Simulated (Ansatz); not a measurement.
## Nudged elastic band run: Al₂H₅NO₂

Input file:

```yaml
crystal:
  periodic: [false, false, false]
  atoms:
    - { symbol: O, position_ang: [-0.616756, -0.51187, 2.517561] }
    - { symbol: Al, position_ang: [0.171037, -0.189074, 1.024124] }
    - { symbol: O, position_ang: [1.870468, 0.031798, 1.040054] }
    - { symbol: "N", position_ang: [-0.676164, -0.07412, -0.563137] }
    - { symbol: Al, position_ang: [-0.080181, 0.401894, -2.199468] }
    - { symbol: H, position_ang: [-1.574824, -0.605829, 2.624133] }
    - { symbol: H, position_ang: [2.356897, 0.005505, 1.878573] }
    - { symbol: H, position_ang: [-1.674971, -0.320062, -0.53966] }
    - { symbol: H, position_ang: [-1.132051, 0.353159, -3.406875] }
    - { symbol: H, position_ang: [1.439545, 0.857597, -2.372505] }
basis:
  gaussian: { orbitals: def2-SVP }
hamiltonian:
  xc: pbe
neb:
  order_check: false
  images: 4
  f_tol: 0.05
  max_iterations: 60
  climbing: false
  final_atoms:
    - { symbol: O, position_ang: [-1.15948373, -0.47475855, 1.48728007] }
    - { symbol: Al, position_ang: [0.07839845, 0.158447, 0.44987683] }
    - { symbol: O, position_ang: [1.78117068, 0.19381546, 0.78157543] }
    - { symbol: "N", position_ang: [-0.14076175, -0.69196478, -1.25907354] }
    - { symbol: Al, position_ang: [-0.74859302, 1.10199546, -2.11285035] }
    - { symbol: H, position_ang: [-1.32937914, -0.13449625, 2.37789214] }
    - { symbol: H, position_ang: [2.16634585, 0.6914342, 1.51761651] }
    - { symbol: H, position_ang: [-0.84899555, -1.44050446, -1.29032644] }
    - { symbol: H, position_ang: [-0.43340936, 1.63495028, -0.28111674] }
    - { symbol: H, position_ang: [0.71770758, -1.08992034, -1.66807391] }
  initial_path:
    images:
      - { positions_ang: [[-0.616756, -0.51187, 2.517561], [0.171037, -0.189074, 1.024124], [1.870468, 0.031798, 1.040054], [-0.676164, -0.07412, -0.563137], [-0.080181, 0.401894, -2.199468], [-1.574824, -0.605829, 2.624133], [2.356897, 0.005505, 1.878573], [-1.674971, -0.320062, -0.53966], [-1.132051, 0.353159, -3.406875], [1.439545, 0.857597, -2.372505]] }
      - { positions_ang: [[-0.76925611, -0.55198312, 2.35650223], [0.2024037, -0.3377866, 0.94058424], [1.89375599, 0.00187009, 1.11551002], [-0.45254207, -0.43552887, -0.73434235], [-0.06617721, 0.49111509, -2.1205933], [-1.51723805, -0.21956183, 2.40743162], [2.21040173, 0.37987456, 1.57194097], [-1.47040912, -0.68685534, -0.72377159], [-1.13524614, 0.92300969, -2.719812], [1.18730727, 0.38484434, -2.09064983]] }
      - { positions_ang: [[-0.92175623, -0.59209624, 2.19544346], [0.23377039, -0.48649921, 0.85704448], [1.91704398, -0.02805782, 1.19096604], [-0.22892014, -0.79693775, -0.9055477], [-0.05217341, 0.58033617, -2.0417186], [-1.4596521, 0.16670534, 2.19073024], [2.06390647, 0.75424412, 1.26530894], [-1.26584723, -1.05364868, -0.90788319], [-1.13844127, 1.49286037, -2.03274899], [0.93506954, -0.08790832, -1.80879467]] }
      - { positions_ang: [[-1.03030177, -0.58467395, 1.98938727], [0.21524268, -0.41699501, 0.74219504], [1.89918452, 0.00434567, 1.13927033], [-0.12183969, -0.92050671, -1.04473501], [-0.18585582, 0.72035647, -2.02439507], [-1.41056312, 0.26097189, 2.14148207], [2.02579624, 0.89142996, 1.19311764], [-1.10065214, -1.27773717, -1.05801648], [-0.99871295, 1.74921863, -1.40759734], [0.79070206, -0.47741179, -1.66790845]] }
      - { positions_ang: [[-1.09489275, -0.52971625, 1.73833367], [0.14682056, -0.129274, 0.59603593], [1.8401776, 0.09908056, 0.96042288], [-0.13130072, -0.80623575, -1.15190427], [-0.46722442, 0.91117596, -2.06862271], [-1.36997113, 0.06323782, 2.2596871], [2.09607104, 0.79143208, 1.35536708], [-0.97482385, -1.35912082, -1.17417146], [-0.71606115, 1.69208445, -0.84435704], [0.75420482, -0.78366606, -1.66799118]] }
      - { positions_ang: [[-1.15948373, -0.47475855, 1.48728007], [0.07839845, 0.158447, 0.44987683], [1.78117068, 0.19381546, 0.78157543], [-0.14076175, -0.69196478, -1.25907354], [-0.74859302, 1.10199546, -2.11285035], [-1.32937914, -0.13449625, 2.37789214], [2.16634585, 0.6914342, 1.51761651], [-0.84899555, -1.44050446, -1.29032644], [-0.43340936, 1.63495028, -0.28111674], [0.71770758, -1.08992034, -1.66807391]] }
```

Run as:

```bash
$ ansatz run input.yaml --threads 2 --pin off --max-ram 3072MiB --backend cpu --events-out ev --progress --plain --runs-dir out
```

Output, in part (warnings, iteration lines, the closing report on the highest movable image, with atoms numbered from 0):

```
NEB end point (image 0): max|allowed force component| = 1.745e-2 eV/Å (the criterion of neb.relax_end_points is 1.000e-2)
NEB end point (image 5): max|allowed force component| = 9.688e-3 eV/Å (the criterion of neb.relax_end_points is 1.000e-2)
NEB iter   1: max|band force component| = 3.249e1 eV/Å  barrier→ = 8.5095 eV  barrier← = 8.3026 eV  Δτ_max = 0.1980 Å  (194 SCF iters)
NEB iter   2: max|band force component| = 5.502e0 eV/Å  barrier→ = 3.4931 eV  barrier← = 3.2862 eV  Δτ_max = 0.1976 Å  (140 SCF iters)
NEB iter   3: max|band force component| = 1.831e0 eV/Å  barrier→ = 2.7535 eV  barrier← = 2.5466 eV  Δτ_max = 0.2000 Å  (134 SCF iters)
NEB iter   4: max|band force component| = 1.513e0 eV/Å  barrier→ = 2.3303 eV  barrier← = 2.1234 eV  Δτ_max = 0.2000 Å  (138 SCF iters)
NEB iter   5: max|band force component| = 1.437e0 eV/Å  barrier→ = 1.9809 eV  barrier← = 1.7740 eV  Δτ_max = 0.1019 Å  (125 SCF iters)
NEB iter   6: max|band force component| = 1.499e0 eV/Å  barrier→ = 1.8035 eV  barrier← = 1.5966 eV  Δτ_max = 0.0501 Å  (118 SCF iters)
NEB iter   7: max|band force component| = 1.106e0 eV/Å  barrier→ = 1.7401 eV  barrier← = 1.5332 eV  Δτ_max = 0.0506 Å  (116 SCF iters)
NEB iter   8: max|band force component| = 3.288e-1 eV/Å  barrier→ = 1.7011 eV  barrier← = 1.4942 eV  Δτ_max = 0.0997 Å  (116 SCF iters)
NEB iter   9: max|band force component| = 2.630e-1 eV/Å  barrier→ = 1.6641 eV  barrier← = 1.4572 eV  Δτ_max = 0.0991 Å  (116 SCF iters)
NEB iter  10: max|band force component| = 4.983e-1 eV/Å  barrier→ = 1.6557 eV  barrier← = 1.4488 eV  Δτ_max = 0.0497 Å  (115 SCF iters)
NEB iter  11: max|band force component| = 3.283e-1 eV/Å  barrier→ = 1.6420 eV  barrier← = 1.4351 eV  Δτ_max = 0.0500 Å  (118 SCF iters)
NEB iter  12: max|band force component| = 1.994e-1 eV/Å  barrier→ = 1.6731 eV  barrier← = 1.4662 eV  Δτ_max = 0.0503 Å  (117 SCF iters)
NEB iter  13: max|band force component| = 5.838e-2 eV/Å  barrier→ = 1.7141 eV  barrier← = 1.5072 eV  Δτ_max = 0.0873 Å  (117 SCF iters)
NEB iter  14: max|band force component| = 1.673e-1 eV/Å  barrier→ = 1.6621 eV  barrier← = 1.4552 eV  Δτ_max = 0.0437 Å  (115 SCF iters)
NEB iter  15: max|band force component| = 1.027e-1 eV/Å  barrier→ = 1.6974 eV  barrier← = 1.4906 eV  Δτ_max = 0.0437 Å  (117 SCF iters)
NEB iter  16: max|band force component| = 5.864e-2 eV/Å  barrier→ = 1.6788 eV  barrier← = 1.4719 eV  Δτ_max = 0.0438 Å  (117 SCF iters)
NEB iter  17: max|band force component| = 2.328e-1 eV/Å  barrier→ = 1.6704 eV  barrier← = 1.4635 eV  Δτ_max = 0.0219 Å  (117 SCF iters)
NEB iter  18: max|band force component| = 2.298e-1 eV/Å  barrier→ = 1.6795 eV  barrier← = 1.4726 eV  Δτ_max = 0.0109 Å  (120 SCF iters)
NEB iter  19: max|band force component| = 1.438e-1 eV/Å  barrier→ = 1.6855 eV  barrier← = 1.4786 eV  Δτ_max = 0.0109 Å  (118 SCF iters)
NEB iter  20: max|band force component| = 4.509e-2 eV/Å  barrier→ = 1.6916 eV  barrier← = 1.4847 eV  Δτ_max = 0.0000 Å  (239 SCF iters)
Total energy: -18839.68328255 eV, -692.3455906378 hartree
Atom 0 at    -0.759718    -0.205481     2.244759 Å, force     0.028753    -0.024671     0.277654 eV/Å
Atom 1 at     0.295156    -0.273179     0.885251 Å, force    -0.100330    -0.121780     0.143603 eV/Å
Atom 2 at     1.955416     0.139031     1.066424 Å, force    -0.077562    -0.010622    -0.019781 eV/Å
Atom 3 at    -0.346850    -0.613483    -0.746131 Å, force    -0.500373    -0.102331     0.380878 eV/Å
Atom 4 at    -0.145201     0.616795    -2.075384 Å, force    -0.042810    -0.886134     0.625263 eV/Å
Atom 5 at    -1.713820    -0.259965     2.070382 Å, force     0.051012    -0.014684     0.057632 eV/Å
Atom 6 at     2.311960     0.431574     1.920078 Å, force    -0.046887    -0.002216    -0.028771 eV/Å
Atom 7 at    -1.213915    -1.151222    -0.814712 Å, force    -0.535054     0.010263     0.490598 eV/Å
Atom 8 at    -1.427743     1.604174    -2.258837 Å, force     0.438926     0.047471    -0.541607 eV/Å
Atom 9 at     1.127713    -0.339247    -2.289030 Å, force     0.784325     1.104703    -1.385469 eV/Å
Dipole moment:    -0.353459     0.095000    -0.133937 e Å
```

The forces met the threshold. Neighbouring images differ by up to 1.6 eV, so the band resolves the path poorly. No image climbed, so the highest image needn't sit at the top of the path. A band with more images between the same ends climbed to 2.76 eV, so this one has probably stepped over the top. The orbitals stay closed-shell, which can raise the energy where a bond breaks towards radicals; this wasn't checked here.

Final band (atoms are numbered from 1 in the order of the input):

| image | path coordinate (Å) | energy (eV) | Al5–H10 (Å) | Al2–H9 (Å) | N4–H10 (Å) |
| --- | --- | --- | --- | --- | --- |
| 0 | 0.00 | 0.00 | 1.60 | 4.65 | 2.94 |
| 1 | 1.40 | 0.14 | 1.59 | 4.41 | 2.91 |
| 2 | 2.80 | 1.69 | 1.61 | 4.05 | 2.15 |
| 3 | 4.20 | 1.63 | 2.39 | 3.87 | 1.04 |
| 4 | 5.60 | 1.05 | 2.69 | 2.43 | 1.02 |
| 5 | 7.00 | 0.21 | 2.67 | 1.73 | 1.03 |

Run time: 110 s on 2 threads of Intel(R) Xeon(R) Platinum 8488C (Sapphire Rapids), with other jobs on the host, peak memory 0.16 GiB.
